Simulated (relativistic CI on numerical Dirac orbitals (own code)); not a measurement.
**Ligand-field terms of d4**

Computed with a parametric ligand-field model of a d^n configuration (Racah B and C, spin-orbit zeta, crystal field), exact diagonalisation.

Field parameters in Wybourne normalisation: Oh B⁴₀ = 21Dq, B⁴₄ = √(5/14) B⁴₀; Td as Oh with Dq negative (B⁴₀ = 21Dq, B⁴₄ = √(5/14) B⁴₀). The field is a parameter set, without covalency.

(1) Ground term and bands for B = 930, C = 4180, ζ = 0 cm⁻¹, Oh, 10Dq = 22200 cm⁻¹?

(2) Ground term and bands for B = 360, C = 1390, ζ = 0 cm⁻¹, Oh, 10Dq = 37050 cm⁻¹?

(3) Ground term and bands for B = 520, C = 2040, ζ = 0 cm⁻¹, Oh, 10Dq = 3050 cm⁻¹?

(4) Ground term and bands for B = 900, C = 3650, ζ = 0 cm⁻¹, Td, 10Dq = -10500 cm⁻¹?

(5) Ground term and bands for B = 810, C = 3370, ζ = 0 cm⁻¹, Oh, 10Dq = 17400 cm⁻¹?

Results:

(1) Ground term 5E with 1.00 electrons in the two orbitals of the cubic e set. Spin-allowed: 5T2 22200 cm⁻¹ (450 nm). Lowest spin-forbidden: 3T1 2583 cm⁻¹, 1T2 14136 cm⁻¹ (707 nm), 1E 15415 cm⁻¹ (649 nm).

(2) Ground term 3T1 with 0.00 electrons in the two orbitals of the cubic e set. Spin-allowed: 3E 35553 cm⁻¹ (281 nm), 3T1 35886 cm⁻¹ (279 nm), 3T2 36318 cm⁻¹ (275 nm), 3A1 36931 cm⁻¹ (271 nm). Lowest spin-forbidden: 1T2 4545 cm⁻¹ (2200 nm), 1E 4862 cm⁻¹ (2057 nm), 1A1 11079 cm⁻¹ (903 nm).

(3) Ground term 5E with 1.00 electrons in the two orbitals of the cubic e set. Spin-allowed: 5T2 3050 cm⁻¹ (3279 nm). Lowest spin-forbidden: 3T1 8591 cm⁻¹ (1164 nm), 3E 10572 cm⁻¹ (946 nm), 3T1 11225 cm⁻¹ (891 nm).

(4) Ground term 5T2 with 2.00 electrons in the two orbitals of the cubic e set. Spin-allowed: 5E 10500 cm⁻¹ (952 nm). Lowest spin-forbidden: 1A1 9568 cm⁻¹ (1045 nm), 3T1 10179 cm⁻¹ (982 nm), 3T2 14084 cm⁻¹ (710 nm).

(5) Ground term 5E with 1.00 electrons in the two orbitals of the cubic e set. Spin-allowed: 5T2 17400 cm⁻¹ (575 nm). Lowest spin-forbidden: 3T1 2828 cm⁻¹, 1T2 12235 cm⁻¹ (817 nm), 1E 13376 cm⁻¹ (748 nm).
